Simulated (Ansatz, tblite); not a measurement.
Removing and adding an electron: the cluster KBi2 (the lowest doublet isomer of a short search). The state is a doublet with charge 0. Geometry: r2SCAN-D4/def2-TZVP. Ansatz, gas phase; energy differences of separate SCF runs; the oxidised species is a singlet (the triplet lies 0.94 eV higher at PBE0-D4/def2-TZVP); the reduced species is a triplet (the singlet lies 0.26 eV higher at PBE0-D4/def2-TZVPD).

```xyz
3

K    -1.162    0.837   -1.588
Bi   -0.540   -0.444    1.591
Bi    1.702   -0.393   -0.002
```

In the def2 sets Bi takes a core potential; there is no spin–orbit coupling. The xTB rows come from tblite. HOMO above LUMO, or a gap near zero within one spin, warns that the state may not be the lowest or that an electron is smeared out. The structure comes from a short search, and lower isomers may exist.

```tsv
level	−HOMO (eV)	vertical IE (eV)	−LUMO (eV)	vertical EA (eV)	HOMO–LUMO gap (eV)	IE − EA (eV)	remarks
PBE-D4/def2-TZVP	2.99	5.31	2.58	–	0.41	–	restricted SCF unstable in HF (+1 singlet)
PBE-D4/def2-TZVPD	3.00	–	2.59	0.80	0.41	–	HOMO above zero (-1 triplet), gap within one spin near zero (-1 triplet)
r2SCAN-D4/def2-TZVP	3.18	5.44	2.47	–	0.71	–	restricted SCF unstable in HF (+1 singlet), spin-contaminated (⟨S²⟩ 0.87) (doublet)
PBE0-D4/def2-TZVPD	3.80	–	2.01	0.73	1.79	–	HOMO above zero (-1 triplet)
```

Task: Estimate the rows for GFN1-xTB, GFN2-xTB, r2SCAN-D4/def2-TZVPD, PBE0-D4/def2-TZVP.

Result: 
| level | −HOMO (eV) | vertical IE (eV) | −LUMO (eV) | vertical EA (eV) | HOMO–LUMO gap (eV) | IE − EA (eV) | remarks |
| --- | --- | --- | --- | --- | --- | --- | --- |
| GFN1-xTB | – | 8.60 | – | – | – | – | – |
| GFN2-xTB | – | 8.39 | – | 2.56 | – | 5.83 | – |
| r2SCAN-D4/def2-TZVPD | 3.18 | – | 2.47 | 0.77 | 0.71 | – | HOMO above zero (-1 triplet), gap within one spin near zero (-1 triplet), spin-contaminated (⟨S²⟩ 0.87) (doublet) |
| PBE0-D4/def2-TZVP | 3.79 | 5.45 | 2.00 | – | 1.80 | – | restricted SCF unstable in HF (+1 singlet) |

Relaxing the oxidised species (r2SCAN-D4/def2-TZVP) changes its energy by -0.16 eV at PBE-D4/def2-TZVP, so the adiabatic ionisation energy to this nearest minimum is 5.15 eV. At PBE0-D4/def2-TZVP it is 5.21 eV.  Run but left out: HF/def2-TZVPP, MP2/def2-TZVPP, CCSD/def2-TZVPP, CCSD(T)/def2-TZVPP (doublet: ⟨S²⟩ 1.51, where a pure state has 0.75).   A HOMO above zero means that the electron is unbound at that level or that self-interaction error raises the level; the energy of removing that electron tells which. HOMO and LUMO are the levels of the spin that leaves or enters (xTB has no such levels and no spin-polarisation term). Other spin states of the ions may lie lower, which would lower the ionisation energy or raise the affinity. Raw xTB energy differences between charge states are shifted by several eV; the methods need an empirical correction for them.
